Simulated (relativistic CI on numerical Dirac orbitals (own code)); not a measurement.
# A ladder of approximations for the levels of S IV

Calculated with a relativistic CI code on KLI orbitals (one set per configuration, finite nucleus), adding one ingredient at a time: step 1, Dirac-Coulomb, each configuration alone; step 2, with Breit and QED terms; step 3, with configuration mixing; step 4, with scaled Slater integrals (0.85); step 5, with a P86 correlation estimate; step 6, tied to the ionisation limit. P86 is a density functional for the correlation energy, evaluated here for each configuration and added to its levels. Step 6 is semi-empirical: configurations made of the next ion and one excited electron move by -10673 cm⁻¹, so that their limit matches the tabulated ionisation energy, and those with a non-penetrating f or g electron also take the P86 value of the least penetrating other one.

CI space (outside the closed core [Ne]): 3s²3p, 3s3p², 3s²3d, 3s²4s, 3p³, 3s3p3d, 3s²4p, 3s²4d, 3s3p4s, 3s²5s, 3s²5p, 3s3p4p, 3s²5d, 3s²5g, 3p²3d, 3p3d², 3d³, 3d²4s, 3d²4p, 3d²4d.

Computed minus measured energy above the ground level, in cm⁻¹, for 19 of the 62 excited levels that pair in every step (one J of a term; a digit in brackets numbers repeated terms):

| Configuration | Term | J | Measured | Step 1 | Step 2 | Step 3 | Step 4 | Step 5 | Step 6 |
| --- | --- | --- | --- | --- | --- | --- | --- | --- | --- |
| 3s²3p | 2P° | 3/2 | 951 | 56 | 11 | -31 | -21 | -21 | -21 |
| 3s3p² | 4P | 1/2 | 71184 | -13695 | -13762 | -1355 | 652 | 1092 | 1092 |
| 3s3p² | 2D | 3/2 | 94103 | 6112 | 6020 | 288 | 609 | 1189 | -697 |
| 3s²3d | 2D | 3/2 | 152133 | -8808 | -8897 | 6972 | 2858 | 3971 | -4501 |
| 3s²4s | 2S | 1/2 | 181448 | -1997 | -2039 | 7346 | 4877 | 8550 | -1933 |
| 3p³ | 2D° | 3/2 | 185055 | 23732 | 23578 | -2055 | 1572 | 2692 | 2692 |
| 3p³ | 4S° | 3/2 | 196455 | -9420 | -9579 | -873 | 161 | 1067 | 1067 |
| 3s3p3d | 4F° | 3/2 | 203443 | -14497 | -14628 | -1327 | 836 | 2274 | 2275 |
| 3s²4p | 2P° | 1/2 | 213515 | -2399 | -2457 | 8074 | 5359 | 9375 | -1480 |
| 3s3p3d | 4P° | 5/2 | 222198 | -12777 | -12941 | -575 | -1202 | 239 | 240 |
| 3s²4d | 2D | 3/2 | 255396 | -3373 | -3453 | 8149 | 5124 | 9506 | -984 |
| 3s3p4s | 4P° | 1/2 | 263097 | -14139 | -14223 | -325 | -1220 | 2817 | 2817 |
| 3s3p4s | 2P° | 1/2 | 270827 | -10763 | -10857 | 2440 | 619 | 4551 | 4051 |
| 3s²5s | 2S | 1/2 | 271021 | -4687 | -4748 | 8673 | 5192 | 10777 | 159 |
| 3s²5p | 2P° | 1/2 | 285122 | -5274 | -5342 | 8638 | 4905 | 10679 | 753 |
| 3s3p4p | 2P | 1/2 | 292569 | -11593 | -11720 | 2324 | 1334 | 5747 | 5747 |
| 3s3p4p | 4D | 1/2 | 293311 | -14697 | -14793 | -933 | -1729 | 2702 | 2702 |
| 3s²5d | 2D | 3/2 | 303338 | -5014 | -5092 | 8345 | 4822 | 10729 | -488 |
| 3s²5g | 2G | 9/2 | 309921 | -4836 | -4910 | 8961 | 5387 | 13842 | 698 |

Mean absolute errors in cm⁻¹, over all paired levels and for the first 12 configurations:

```csv
"Configuration, levels",Step 1,Step 2,Step 3,Step 4,Step 5,Step 6
"all, 62",9950,10037,4124,2061,4246,2363
"3s²3p, 1",56,11,31,21,21,21
"3s3p², 8",8553,8550,2999,1451,1692,1567
"3s²3d, 2",8809,8903,6964,2851,3964,4509
"3s²4s, 1",1997,2039,7346,4877,8550,1933
"3p³, 3",18945,18892,1661,1102,2150,2151
"3s3p3d, 18",12017,12176,3141,834,1493,1489
"3s²4p, 2",2372,2435,8088,5375,9392,1504
"3s²4d, 2",3372,3454,8146,5122,9504,987
"3s3p4s, 7",9465,9510,5652,2604,5579,5343
"3s²5s, 1",4687,4748,8673,5192,10777,159
"3s²5p, 2",5303,5374,8636,4898,10670,772
"3s3p4p, 11",12980,13108,1486,1154,3809,3929
```

Measured levels: NIST levels in Podobedova, Kelleher and Wiese, J. Phys. Chem. Ref. Data 38, 171 (2009).

The mean absolute error is lowest at step 4 (2061 cm⁻¹), and the largest single drop is from step 2 to 3 (10037 to 4124). The Breit and QED terms change the top of the ground term (measured 951) from 1007 to 963. Mixing lowers the ground level by 13872, with 3p³ as its largest admixture; relative to it the configurations that move most are 3s²3d by +15867, 3s3p3d by +14533, 3s3p4s by +14238. Configurations whose own partners of that kind are not in the list rise by much of that lowering, so a short list can trade one imbalance for another. The P86 estimate moves 3s²5g by +8455, 3s²5d by +5902, 3s²5p by +5772, and takes the mean absolute error of the excited configurations from 2094 to 4315; it adds to levels that were already too high. Step 6 takes that error from 4315 to 2402; the error more than halves for 3s²4s, 3s²4p, 3s²4d, 3s²5s, 3s²5p, 3s²5d; 3s²5g gains from the shift and the changed P86 value together.
